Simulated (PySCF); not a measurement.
Which functional comes closest?

Molecule: SMILES C[Si](C)(Cl)Cl, C₂H₆Cl₂Si.

Geometry (Å), atoms numbered from 1 in this order:
```xyz
11

C     1.458   -0.576   -0.374
Si    0.047    0.605   -0.121
C    -1.519   -0.175    0.503
Cl    0.647    2.053    1.234
Cl   -0.351    1.558   -1.919
H     1.177   -1.369   -1.083
H     2.334   -0.044   -0.773
H     1.739   -1.041    0.584
H    -2.310    0.582    0.608
H    -1.868   -0.950   -0.197
H    -1.346   -0.639    1.486
```

Geometry PBE0-D3(BJ)/def2-SVP throughout; GIAO in PySCF, gas phase, one conformer, non-relativistic; equivalent atoms averaged; basis pcSseg-2.

Reference values (measured; solution; U. Herzog, Habilitationsschrift, TU Bergakademie Freiberg, 2002/2003): δ(Si2) = 32.0 ppm vs TMS. Computed shifts are taken against TMS, calculated as an isolated molecule at each level.

Q: How do the functionals HF, LDA, PBE, BLYP, BP86, OPBE, KT2, KT3, B97-D, B3LYP, PBE0, mPW1PW91, WP04, B97-2, BHandHLYP, CAM-B3LYP, wB97X-D, LC-wPBE perform against the reference? Times are CPU seconds on shared hosts with different chips, so compare them loosely; the GGAs took longer than the global hybrids here, which isn't the general rule, and the cause wasn't traced.

A: 
```tsv
functional	kind	Si2	abs. error Si	core-s
HF	Hartree–Fock	33.0	1.0	21
LDA	LDA	54.4	22.4	37
PBE	GGA	47.7	15.7	46
BLYP	GGA	46.6	14.6	46
BP86	GGA	47.9	15.9	46
OPBE	GGA	43.4	11.4	46
KT2	GGA	46.4	14.4	46
KT3	GGA	41.7	9.7	44
B97-D	GGA	43.5	11.5	46
B3LYP	global hybrid	44.9	12.9	35
PBE0	global hybrid	45.2	13.2	35
mPW1PW91	global hybrid	45.1	13.1	35
WP04	global hybrid	40.4	8.4	26
B97-2	global hybrid	42.9	10.9	25
BHandHLYP	global hybrid	41.0	9.0	25
CAM-B3LYP	range-separated hybrid	45.6	13.6	70
wB97X-D	range-separated hybrid	44.9	12.9	34
LC-wPBE	range-separated hybrid	46.3	14.3	39
```

For 29Si the closest is HF (1.0 ppm) and the furthest LDA (22.4 ppm). One molecule is a small sample, and vibrational and solvent effects are absent from the calculation.
